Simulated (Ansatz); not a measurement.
Two structures, one formula

The two ends of one reaction step of CH9GeN, closed shell (PBE0-D4/def2-TZVP).

A:

```xyz
12
angstrom
Ge -0.8661 -0.6586 -0.2319
N 0.3738 -0.9607 1.1060
H -1.3361 -1.9571 -0.9376
H -2.0793 -0.0112 0.4609
C -0.0358 0.5335 -1.5255
H 1.1017 1.4785 1.8057
H 1.2681 2.1967 1.9439
H -0.0032 -1.4466 1.9087
H 1.1936 -1.4655 0.7955
H 0.2793 1.4526 -1.0306
H 0.8398 0.0576 -1.9703
H -0.7358 0.7809 -2.3248
```

B:

```
12
angstrom
Ge -1.3251 0.6273 -0.0764
N 1.3533 -1.1804 1.2273
H -1.7383 -0.8242 0.2329
H -2.5981 1.3959 -0.4907
C 0.0121 0.6925 -1.4911
H 1.3352 -0.5579 2.0260
H -0.7959 1.2688 1.2204
H 0.6835 -1.9174 1.4113
H 2.2706 -1.6088 1.2021
H 0.2914 1.7251 -1.7039
H 0.8881 0.1390 -1.1535
H -0.3770 0.2402 -2.4042
```

Computed with Ansatz 0.2.0 (basis: def2-TZVPP); correlated methods freeze the cores. Filled d shells of the heavier atoms are correlated. The def2 sets are not built for correlating such inner shells, so the correlated values are less sure here. B3LYP uses VWN-RPA correlation.

Task: Which structure is lower at CCSD(T), and by how much? (Judge from chemistry; the value comes from the calculation.)

Result: The calculation gives: B, by 24.5 kJ/mol (electronic energy, against the other). By their contacts, A is a complex of CH₇GeN ([CH3][GeH2][NH2]) + H₂ and B is a complex of CH₆Ge ([CH3][GeH3]) + NH₃.

All methods give the same order:

```csv
method,E(B) − E(A) (kJ/mol)
SPW92,-30.9
PBE-D4,-26.7
BLYP-D4,-23.5
r2SCAN-D4,-25.6
B97M-V,-34.3
PBE0-D4,-29.2
B3LYP-D4,-26.7
r2SCAN0-D4,-28.0
BHLYP-D4,-29.3
CAM-B3LYP-D4,-28.5
wB97X-V,-26.5
wB97M-V,-27.5
B2PLYP,-25.4
PBE-QIDH,-25.9
RPA on PBE,-24.1
HF,-33.8
MP2,-18.3
CCSD,-27.3
CCSD(T),-24.5
```

No T1 diagnostic of these runs exceeds 0.010.

Labels in which every atom is bracketed show which atoms are joined, not bond orders.

For scale, one of the runs: CCSD(T)/def2-TZVPP, 236 basis functions, launched by `ansatz run in.yaml --threads 4 --pin off --events-out ev --progress --plain --max-ram 9574MiB`. The run took 2.2 min on 4 CPU threads of an Arm Neoverse V2 (shared host), with 4.4 GiB of host memory at its peak.
